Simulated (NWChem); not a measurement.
# C2H2BrI; SMILES I/C=C\Br

```xyz
6

Br     0.2974    -2.1222     0.0000
C     -1.2929    -1.1474     0.0000
C     -1.4029     0.1802     0.0000
I      0.1612     1.5467     0.0000
H     -2.1890    -1.7738     0.0000
H     -2.3936     0.6415     0.0000
```
Atoms are numbered in this order, from 1.

Level: PBE0/def2-SVP with def2 effective core potentials on I (NWChem), optimised geometry, unscaled harmonic frequencies. This build's default masses of Se (78.918 u) and Br (79.917 u) are each other's, which moves their modes by up to 0.6 %. def2 effective core potentials on I; no spin-orbit coupling.

```csv
frequency (cm⁻¹),IR intensity (km/mol)
94,0.1
373,1.2
448,0.5
559,3.7
677,68.2
742,64.5
911,0.0
1155,4.5
1256,52.2
1657,34.4
3218,19.1
3240,1.8
```

| Property | Value |
|---|---|
| zero-point energy | 20.5 kcal/mol |
| thermal correction to the enthalpy at 298.15 K (with zero-point energy) | 24.0 kcal/mol |
| heat capacity Cv | 14.5 cal/(mol K) |
| entropy at 298.15 K and 1 atm (symmetry number 1) | 77.8 cal/(mol K) |

Rigid rotor and harmonic oscillator; modes under 100 cm⁻¹ make the entropy uncertain.
